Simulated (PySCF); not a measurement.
Molecule: SMILES C=N[SiH2]O[SiH3], CH7NOSi2.

Atom-mapped SMILES (the numbers label the heavy atoms): `[CH2:1]=[N:2][SiH2:3][O:4][SiH3:5]`. Each H is labelled by its parent atom. Ha(C1) is cis to Si3; Hb(C1) is trans to Si3.

Geometry PBE0-D3(BJ)/def2-SVP throughout; GIAO in PySCF, gas phase, one conformer, non-relativistic; equivalent atoms averaged; functional PBE0.

(1) How do the absolute shieldings σ depend on the basis set? (ppm; last column core-seconds on 1 thread of an Arm Neoverse V1, shared host)

(2) Which nucleus moves most, in ppm?

(3) Taking the largest basis, IGLO-III (263 functions), as the yardstick, rank the others by their worst heavy-atom deviation.

Results:

(1) 
| basis set | functions | C1 | N2 | Si3 | Si5 | O4 | Hb(C1) | Ha(C1) | H(Si3) | H(Si5) | core-s |
| --- | --- | --- | --- | --- | --- | --- | --- | --- | --- | --- | --- |
| pcSseg-0 | 67 | 10.8 | -182.3 | 384.5 | 412.3 | 362.5 | 23.54 | 23.64 | 26.75 | 27.30 | 5.4 |
| cc-pVDZ | 113 | 30.6 | -123.9 | 439.3 | 450.4 | 318.0 | 22.72 | 22.61 | 26.14 | 26.20 | 10 |
| aug-cc-pVDZ | 186 | 27.7 | -125.1 | 430.4 | 447.3 | 314.6 | 22.44 | 22.38 | 25.98 | 26.14 | 20 |
| cc-pVTZ | 256 | 13.8 | -151.6 | 376.6 | 392.6 | 304.0 | 22.61 | 22.47 | 26.06 | 26.16 | 32 |
| IGLO-III | 263 | 5.5 | -165.5 | 373.3 | 386.8 | 295.0 | 22.62 | 22.54 | 26.05 | 26.13 | 30 |

(2) O4 (oxygen bonded to 2 Si): from 295.0 ppm with IGLO-III to 362.5 ppm with pcSseg-0. The smallest spread is 0.77 ppm, at H(Si3). Proton shifts span only some 12 ppm, so a few tenths of a ppm matter as much there as several ppm in carbon.

(3) cc-pVTZ 13.8 ppm (256 functions), aug-cc-pVDZ 60.5 ppm (186 functions), cc-pVDZ 66.0 ppm (113 functions), pcSseg-0 67.5 ppm (67 functions).

A small basis that lands close on one nucleus may do so by chance; judge by the trend and by all nuclei.
